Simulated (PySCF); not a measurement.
This script is equivalent to a calculation on Mg³⁺ (magnesium, charge +3).

```python
from pyscf import gto, scf, dft, mp, cc
import basis_set_exchange as bse
mol = gto.M(atom="Mg 0 0 0", charge=3, spin=1, symmetry="D2h",
            basis=gto.basis.parse(bse.get_basis("aug-cc-pVDZ", elements=["Mg"], fmt="nwchem", header=False)))
mf = dft.UKS(mol, xc="B88,P86")
mf.irrep_nelec = {'Ag': (2, 2), 'B1u': (1, 1), 'B2u': (1, 1), 'B3u': (1, 0)}
mf.kernel()
```

Problem. What total energy does it give?

Solution. -196.204 hartree (calculated).

Problem. Which occupied shell lies highest, and where?

Solution. 2p β, at -99.170 eV.

Problem. What is ⟨S²⟩, and what would a pure spin state give?

Solution. 0.750, against 0.75.
